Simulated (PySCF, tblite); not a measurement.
## Complex of MgClCH3 and dinitrogen

A gas-phase complex of MgClCH3 and dinitrogen; neutral, singlet. The structure comes from a short search (6 tight-binding starts) and was relaxed by PBE0-D3(BJ)/def2-SVPD; another way of binding may lie lower. Frequencies by PBE0-D3(BJ)/def2-SVPD show no clear imaginary mode.

```
part        name         SMILES  atoms  charge  multiplicity
   1     MgClCH3  [CH3][Mg][Cl]    1–6       0             1
   2  dinitrogen            N#N    7–8       0             1
```

```xyz
8

C    -0.328    0.023    0.901
Mg    0.137   -0.014   -1.121
Cl    1.073   -0.300   -3.134
H    -1.400   -0.152    1.090
H    -0.085    1.002    1.347
H     0.227   -0.734    1.478
N    -1.761    1.229   -2.117
N    -2.603    1.776   -2.559
```
Atom numbers follow the order of the file, from 1.

Contacts between parts, classed by geometry: Mg2···N7 2.478 Å (ion contact).

Interaction energies are complex less parts, with the parts frozen as they stand in it; counterpoise-corrected, in kcal/mol (PySCF).

**Question.** How strongly do the parts interact, level by level?

**Answer.** 
```csv
level,interaction,superposition error removed
wB97M-D3(BJ)/def2-TZVPD,-4.15,-0.16
PBE0-D3(BJ)/def2-TZVPD,-4.67,-0.17
```

**Question.** What holds them together? Decompose the wB97M-D3(BJ)/def2-TZVPD energy: frozen parts, their antisymmetrised product, then relaxation.

**Answer.** electrostatic -8.5, Pauli repulsion +10.9, orbital relaxation -5.4, dispersion correction -1.3 kcal/mol, which sum to the value before the counterpoise correction; the Pauli term holds the exchange-correlation of the frozen density too. Of the attraction, 56 % is electrostatic, 36 % is orbital relaxation, 8 % is dispersion correction.

The parts were also relaxed and run alone, at the levels used for the complex: shieldings by PBE0/pcSseg-2.

**Question.** How do these values change when the complex forms?

**Answer.** 
```csv
property,alone,in the complex,change
shielding of Mg2 (ppm),469.2,479.2,+9.9
shielding of N7 (ppm),-93.8,-70.1,+23.7
```

**Question.** What are the binding energy from relaxed parts (wB97M-D3(BJ)/def2-TZVPD), and ΔH and ΔG of association at 298.15 K and 1 atm?

**Answer.** -3.45 kcal/mol, -2.76 with zero-point energy; ΔH -2.5 and ΔG +4.0 kcal/mol, from harmonic vibrations by PBE0-D3(BJ)/def2-SVPD with low modes damped.

The 4 runs behind this took 5 min in all, one thread each of AMD EPYC 9R45 96-Core on a shared host, launched as `OMP_NUM_THREADS=1 python cluster_run.py task.json out`.
